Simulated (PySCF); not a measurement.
Species: C5H5BF2.
Geometry (GFN2-xTB, Å), atoms numbered from 1 in this order:
```
atom  x, y, z in Å
C1     2.3973   -0.5047    0.8968
C2     1.3372   -0.1548    0.4641
C3     0.0596    0.2331   -0.0603
B4    -0.1753    1.7304   -0.4122
F5    -1.3485    2.0654   -0.9145
C6    -0.6638   -0.8501   -0.8772
C7    -1.1487   -0.5420    0.4805
F8    -0.9373   -1.4426    1.4718
H9     3.3289   -0.7970    1.2789
H10    0.6079    2.5880   -0.2562
H11   -0.1246   -1.7758   -1.0119
H12   -1.2554   -0.5333   -1.7219
H13   -2.0816   -0.0160    0.6444
```

The closed-shell ground state was solved at several levels (PySCF, density fitting, gas phase, non-relativistic).

```json
{"level": "B3LYP/pcJ-1", "basis functions": "266", "HOMO (eV)": "-7.30", "LUMO (eV)": "-1.23", "gap (eV)": "6.07", "dipole (D)": "1.08"}
{"level": "B3LYP/def2-SVPD", "basis functions": "206", "HOMO (eV)": "-7.38", "LUMO (eV)": "-1.37", "gap (eV)": "6.01", "dipole (D)": "1.12"}
```

Task: What might PBE0/pcSseg-1 (161 basis functions) give for the same quantities?

Result: HOMO -7.55 eV, LUMO -1.00 eV, gap 6.55 eV, dipole 1.07 D.

Task: Over all these levels, which gives the widest orbital gap and which the narrowest?

Result: PBE0/pcSseg-1 (global hybrid, 25 % exact exchange) has the widest, 6.55 eV, and B3LYP/def2-SVPD (global hybrid, 20 % exact exchange) the narrowest, 6.01 eV. Functional and basis both differ between the two, so the spread mixes both effects.

Task: How far do the dipole and the HOMO energy spread over the levels?

Result: The dipole runs from 1.07 to 1.12 D (mean 1.09 D) and the HOMO from -7.55 to -7.30 eV.

One conformer stands for the species.
